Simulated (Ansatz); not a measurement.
A run for Ansatz (a quantum-chemistry and plane-wave program): R-BLYP/def2-TZVPP on GaH5N2 (SMILES [NH2][GaH][NH2]), a point of a torsion scan.

Ansatz 0.2 input:
```yaml
crystal:
  periodic: [false, false, false]
  atoms:
    - {symbol: N, position_ang: [1.53095334, -0.41390193, 0.00586382]}
    - {symbol: Ga, position_ang: [0.02765706, 0.32670922, 0.74283557]}
    - {symbol: N, position_ang: [0.05906401, 1.28759325, 2.28282612]}
    - {symbol: H, position_ang: [1.59835966, -1.41595531, -0.13584663]}
    - {symbol: H, position_ang: [2.43294679, -0.10321855, 0.35786033]}
    - {symbol: H, position_ang: [-1.32505683, 0.12019459, 0.05371690]}
    - {symbol: H, position_ang: [0.89875260, 1.53985923, 2.79047416]}
    - {symbol: H, position_ang: [-0.70721625, 1.85902416, 2.61412390]}
basis:
  gaussian:
    orbitals: def2-TZVPP
hamiltonian:
  xc: {name: BLYP}
scf: {lower_state_search: off}
```

Give the final energy of this run.

-2037.4776 hartree.
